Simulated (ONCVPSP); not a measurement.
# barium: one change to an ONCV potential, before and after

* Element: Ba (Z = 56)
* Generator: ONCVPSP 4.0.1
* Type: optimised norm-conserving Vanderbilt (ONCV)
* Functional: PBE
* Relativity: scalar-relativistic
* Frozen core: [Kr] 4d10
* Valence charge: 10
* Reference configuration: 5s2 5p6 6s2
* Partial waves: 5s+6s: rc 2.85 bohr, ncon 3, nbas 7, qcut 5 1/bohr, 3 projectors, debl 1.4 Ha; 5p: rc 1.80 bohr, ncon 4, nbas 7, qcut 5.4 1/bohr, 2 projectors, debl 1.1 Ha; d scattering state at 0.39 Ha: rc 2.60 bohr, ncon 5, nbas 10, qcut 4.3 1/bohr, 2 projectors, debl 1.3 Ha
* Local potential: polynomial inside 1.45 bohr (lpopt 5, dvloc0 2 Ha)
* Core correction: none

In the d channel the program set the typed energies aside and used 0.050, 1.350 Ha.

Change: s: rc 3.18.

Cutoffs: the cutoffs (Ha) at which the residual kinetic energy of the hardest occupied pseudo-wave falls to 1 and 0.1 mHa per electron; they do not see the model core or the augmentation charge, which bear on the density cutoff. Errors are all-electron minus pseudo energies relative to the spin-unpolarised reference configuration.

**Question.** What does the change do?

**Answer.** The potential gets neither clearly harder nor softer (13 Ha and 20 Ha → 13 Ha and 20 Ha); of the 4 tests that both files solve, the error grows in 1 and shrinks in 1 by more than 15 % and 0.3 meV (median size 0.6 → 0.5 meV); neither file shows a bound ghost.

```tsv
quantity	base	changed
cutoff, loose	13 Ha	13 Ha
cutoff, tight	20 Ha	20 Ha
loose cutoff by channel	s 7.0 Ha, p 13 Ha	s 6.2 Ha, p 13 Ha
bound ghosts	none	none
GHOST(+) flags under 300 eV	s at 84.1 eV	s at 76.3 eV
error for 5s2 5p6 6s1, meV [ΔE 5.36 eV]	-0.6	-0.8
error for 5s2 5p6 6s0, meV [ΔE 15.34 eV]	-1.9	-2.8
error for 5s2 5p6 6s1.5, meV [ΔE 2.14 eV]	-0.2	-0.3
error for 5s2 5p6 6s0 6p2, meV [ΔE 4.14 eV]	+0.6	0.0
p: phases at 1.82 bohr within 0.05 rad from the reference energy up to (Ha; the scan ends near 5)	3.4	3.4
d: phases at 2.64 bohr within 0.05 rad from the reference energy up to (Ha; the scan ends near 5)	4.7	4.7
```
